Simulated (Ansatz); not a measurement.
`[SiH3][SnH]1[CH2][CH2]1` and `[I][SnH]1[CH2][CH2]1` differ in one atom or group.

Ansatz, PBE0-D4/def2-TZVP geometries, multiplicity 1. 

Elements past krypton have def2 core potentials.

```json
{"property": "HOMO energy (ωB97M-V/def2-TZVPP) / eV", "`[SiH3][SnH]1[CH2][CH2]1`": "-7.97"}
{"property": "size of the dipole moment (ωB97M-V/def2-TZVPP) / D", "`[SiH3][SnH]1[CH2][CH2]1`": "2.50"}
{"property": "HOMO–LUMO gap (PBE0/def2-TZVPP) / eV", "`[SiH3][SnH]1[CH2][CH2]1`": "4.58"}
{"property": "HOMO energy (PBE/def2-TZVPP) / eV", "`[SiH3][SnH]1[CH2][CH2]1`": "-5.32"}
{"property": "HOMO–LUMO gap (ωB97M-V/def2-TZVPP) / eV", "`[SiH3][SnH]1[CH2][CH2]1`": "8.23"}
{"property": "size of the dipole moment (PBE/def2-TZVPP) / D", "`[SiH3][SnH]1[CH2][CH2]1`": "2.13"}
```

(1) Give the same properties after the change, and the shifts. (An estimate is asked.)

## Answers

(1) The calculation gave: 
```csv
property,`[I][SnH]1[CH2][CH2]1`,shift
HOMO energy (ωB97M-V/def2-TZVPP) / eV,-8.42,-0.45
size of the dipole moment (ωB97M-V/def2-TZVPP) / D,4.29,1.79
HOMO–LUMO gap (PBE0/def2-TZVPP) / eV,4.66,0.08
HOMO energy (PBE/def2-TZVPP) / eV,-5.52,-0.20
HOMO–LUMO gap (ωB97M-V/def2-TZVPP) / eV,8.40,0.17
size of the dipole moment (PBE/def2-TZVPP) / D,3.86,1.73
```

With PBE0 the HOMO falls by 0.35 eV and the LUMO falls by 0.27 eV, so the gap widens by about 0.08 eV. PBE moves the HOMO by -0.20 eV and ωB97M-V by -0.45 eV. The zero-point energy changes by -63.0 kJ/mol with -9 modes. Dipoles are sizes alone; their direction can turn.

Spin–orbit coupling is left out; it splits and shifts lone-pair levels of the heavy atoms by tenths of an eV.
